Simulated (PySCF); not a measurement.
# Exact simulation of a proton spin system

Molecule: `O=Cc1ccccn1`, C6H5NO.

Geometry (Å), atoms numbered from 1 in this order:
```xyz
13

O     3.0541    0.6787    0.1912
C     2.3405   -0.2714   -0.0018
C     0.8521   -0.2085    0.0058
C     0.2026    1.0053    0.2466
C    -1.1872    1.0141    0.2428
C    -1.8596   -0.1824    0.0005
C    -1.1119   -1.3402   -0.2284
N     0.2154   -1.3577   -0.2266
H     2.7364   -1.2964   -0.2061
H     0.8026    1.8995    0.4279
H    -1.7413    1.9381    0.4256
H    -2.9509   -0.2238   -0.0123
H    -1.6163   -2.2939   -0.4214
```

- shielding tensors at CAM-B3LYP/pcSseg-2 (GIAO)
- couplings computed with B3LYP/pcJ-1 (spin–dipole term only in couplings to heteroatoms)
- geometry: PBE0-D3(BJ)/def2-SVP
- run in PySCF 2.14.0 with density-fitted response routines
- relativity neglected, isolated molecule, single conformer

δ = σ(ref) − σ, references computed at the same level: ¹H (σ = 31.34 ppm) against TMS.

The 5-spin Hamiltonian (Zeeman plus full scalar coupling among like nuclei) was diagonalised exactly; lines are Lorentzian, 1.0 Hz wide, and the maxima above 3 % are listed with the tallest set to 100.

Peak list at 400 MHz for the spins H9/H10/H11/H12/H13:
| Hz | ppm | height |
| --- | --- | --- |
| 4092.4 | 10.231 | 100 |
| 4091.6 | 10.229 | 100 |
| 3603.9 | 9.010 | 27 |
| 3602.7 | 9.007 | 38 |
| 3601.5 | 9.004 | 28 |
| 3598.5 | 8.996 | 28 |
| 3597.3 | 8.993 | 38 |
| 3596.2 | 8.990 | 28 |
| 3369.4 | 8.423 | 28 |
| 3368.5 | 8.421 | 45 |
| 3367.6 | 8.419 | 29 |
| 3360.7 | 8.402 | 32 |
| 3359.8 | 8.399 | 51 |
| 3358.9 | 8.397 | 32 |
| 3213.6 | 8.034 | 14 |
| 3212.7 | 8.032 | 18 |
| 3212.3 | 8.031 | 18 |
| 3211.4 | 8.028 | 14 |
| 3204.0 | 8.010 | 36 |
| 3196.6 | 7.992 | 14 |
| 3195.7 | 7.989 | 18 |
| 3195.3 | 7.988 | 18 |
| 3194.4 | 7.986 | 14 |
| 3043.2 | 7.608 | 26 |
| 3042.2 | 7.606 | 26 |
| 3037.8 | 7.595 | 26 |
| 3036.9 | 7.592 | 27 |
| 3034.9 | 7.587 | 25 |
| 3034.0 | 7.585 | 24 |
| 3029.5 | 7.574 | 23 |
| 3028.6 | 7.572 | 23 |

Extract the chemical shifts and coupling constants behind this pattern (give the signs of the calculation).

## Answers


Shifts (ppm): H9 10.23, H10 8.41, H11 8.01, H12 7.59, H13 9.00.
Couplings (Hz): H9–H11: 0.9; H10–H11: 8.7; H10–H12: 1.0; H10–H13: 1.0; H11–H12: 8.3; H11–H13: 1.5; H12–H13: 5.4.
These are the parameters used. A line list fixes at most the relative signs, and those only where coupling is strong; other parameter sets or atom labellings may fit too, and couplings well below the line width leave little trace.

Unscaled 3J(H,H) at this level run about 10 % above measured values.
